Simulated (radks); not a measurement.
Values are calculated unless marked as measured or tabulated.
Species: Au I. Configuration: [Xe] 4f14 5d10 6s1. Code: a radial shooting solver on a logarithmic mesh with Libxc functionals. Model: scalar-relativistic Kohn-Sham, r2SCAN, spin-polarised, spherical densities, finite nucleus; open shells are filled with parallel spins first (spin-orbit coupling, left out, can overturn this in heavy ions); meta-GGA in the generalised Kohn-Sham scheme; Fermi nuclear charge, rms radius 5.4371 fm. Some entries of the table are withheld. Estimate them.

orbital  occ.  eigenvalue (eV)  r(max) (bohr)  <r^2> (bohr^2)
1s up       1        -80843.32        0.01042       0.0003934
1s down     1        -80843.31        0.01042       0.0003934
2s down     1        -14292.46        0.06015        0.005995
2s up       1        -14292.45        0.06015        0.005995
2p down     3        -12355.44        0.04981        0.005048
2p up       3        -12355.44        0.04981        0.005048
3s up       1        -3384.317         0.1695         0.03860
3s down     1        -3384.310         0.1695         0.03860
3p up       3        -2819.953         0.1689         0.03970
3p down     3        -2819.947         0.1689         0.03970
3d down     5        -2215.314         0.1378         0.03294
3d up       5        -2215.314         0.1378         0.03294
4s up       1        -740.9213         0.3827          0.1869
4s down     1        -740.9080         0.3827          0.1869
4p up       3        -555.0647         0.4026          0.2132
4p down     3        -555.0474         0.4026          0.2132
4d up       5        -330.5993         0.4104          0.2426
4d down     5        -330.5788         0.4103          0.2426
5s down     1        -110.4274         0.8493          0.9725
5s up       1        -110.4047         0.8490          0.9727
4f up       7         -81.8967         0.3766          0.3016
4f down     7         -81.8776         0.3766          0.3016
5p down     3         -61.3254         0.9533           1.308
5p up       3         -61.3050         0.9530           1.314
5d up       5          -7.1988          1.215           3.216
5d down     5          -6.8377          1.210           3.061
6s up       1          -6.3750            (1)           9.087
6s down     0          -4.9857            (2)           9.526

Answer. 
(1) 6s up r(max) (bohr): 2.320
(2) 6s down r(max) (bohr): 2.308
